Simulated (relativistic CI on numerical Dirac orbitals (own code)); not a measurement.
d2 in a ligand field

Computed with a parametric ligand-field model of a d^n configuration (Racah B and C, spin-orbit zeta, crystal field), exact diagonalisation.

Field parameters in Wybourne normalisation: Oh B⁴₀ = 21Dq, B⁴₄ = √(5/14) B⁴₀; Td as Oh with Dq negative (B⁴₀ = 21Dq, B⁴₄ = √(5/14) B⁴₀). The field is a parameter set, without covalency.

Lowest levels for B = 960, C = 3880, ζ = 220 cm⁻¹, Td, 10Dq = -2900 cm⁻¹?

T2 0 (S 1.00), A2 2827 (S 1.00), T2 2889 (S 1.00), E 2919 (S 1.00), T1 2972 (S 1.00), T2 5008 (S 1.00), E 5047 (S 1.00), T1 5331 (S 1.00), A1 5474 (S 1.00) cm⁻¹, with S from ⟨S²⟩ = S(S + 1). The ground level has 1.99 electrons in the cubic e pair.

Lowest levels for B = 410, C = 1610, ζ = 1350 cm⁻¹, Oh, 10Dq = 37350 cm⁻¹?

E 0 (S 0.98), T2 51 (S 0.98), T1 1738 (S 1.00), A1 2248 (S 0.99), T2 6859 (S 0.05), E 6937 (S 0.05), A1 15072 (S 0.05), A2 36648 (S 1.00), T2 36948 (S 1.00) cm⁻¹, with S from ⟨S²⟩ = S(S + 1). The ground level has 0.01 electrons in the cubic e pair.

Lowest levels for B = 530, C = 2610, ζ = 750 cm⁻¹, Td, 10Dq = -5900 cm⁻¹?

T2 0 (S 1.00), E 5582 (S 0.95), A2 5761 (S 1.00), T2 5941 (S 1.00), T1 6197 (S 1.00), E 9212 (S 0.65), T2 9523 (S 1.00), E 10184 (S 0.66), T1 10282 (S 1.00) cm⁻¹, with S from ⟨S²⟩ = S(S + 1). The ground level has 1.96 electrons in the cubic e pair.

Lowest levels for B = 500, C = 1890, ζ = 640 cm⁻¹, Oh, 10Dq = 30850 cm⁻¹?

E 0 (S 1.00), T2 17 (S 1.00), T1 796 (S 1.00), A1 1130 (S 1.00), T2 7372 (S 0.01), E 7440 (S 0.01), A1 16817 (S 0.01), A2 29727 (S 1.00), T2 29887 (S 1.00) cm⁻¹, with S from ⟨S²⟩ = S(S + 1). The ground level has 0.01 electrons in the cubic e pair.

Lowest levels for B = 530, C = 2040, ζ = 1950 cm⁻¹, Oh, 10Dq = 23500 cm⁻¹?

E 0 (S 0.98), T2 188 (S 0.98), T1 2879 (S 1.00), A1 3722 (S 0.98), T2 9180 (S 0.10), E 9495 (S 0.09), A1 19101 (S 0.13), A2 23216 (S 1.00), T2 23792 (S 0.98) cm⁻¹, with S from ⟨S²⟩ = S(S + 1). The ground level has 0.04 electrons in the cubic e pair.
